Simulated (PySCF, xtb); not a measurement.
BrHMoOS2, SMILES [OH][Mo](=[S])([Br])=[S], multiplicity 1.

xtb with GFN2-xTB at its own geometry gives an orbital gap of 2.07 eV and a dipole moment of 6.06 D.

The structure is a stationary point at B3LYP-D3(BJ)/def2-SVP. The geometry has at least one imaginary mode, so it is a saddle point at that level. The multiplicity is an assumed one; other spin states were not compared. The def2 effective core potentials stand for the cores of Mo; spin–orbit coupling is left out. Other conformers were not sampled.

Task: What does r2SCAN/def2-TZVP (PySCF) give? (The exact figures need the calculation; the answer reports its results.)

Result: gap 2.34 eV (levels -6.61 and -4.26 eV), dipole 2.27 D.
